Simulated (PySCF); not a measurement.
C3H8N, SMILES [CH2]N(C)C, multiplicity 2. Coordinates come from a PBE-D3(BJ)/def2-SVP optimisation. The isomer is the one that the SMILES or the coordinates give; other isomers of the formula were not compared.

**Question.** Give the equilibrium geometry at PBE-D3(BJ)/def2-SVP (PySCF confirms it by a frequency run) as Cartesian coordinates in Å, and its point group. (An estimate is asked for; the answer gives what the named calculation found.)

**Answer.** point group Cs.
```xyz
12

C      0.0994     1.4369     0.0000
N     -0.1924     0.0791     0.0000
C      0.0313    -0.6617     1.2226
C      0.0313    -0.6617    -1.2226
H     -0.0671     1.9722    -0.9467
H     -0.0671     1.9722     0.9467
H      1.1141    -0.8815     1.4063
H     -0.3461    -0.0808     2.0880
H     -0.5136    -1.6274     1.1893
H     -0.3461    -0.0808    -2.0880
H     -0.5136    -1.6274    -1.1893
H      1.1141    -0.8815    -1.4063
```
Charge 0, spin multiplicity 2.
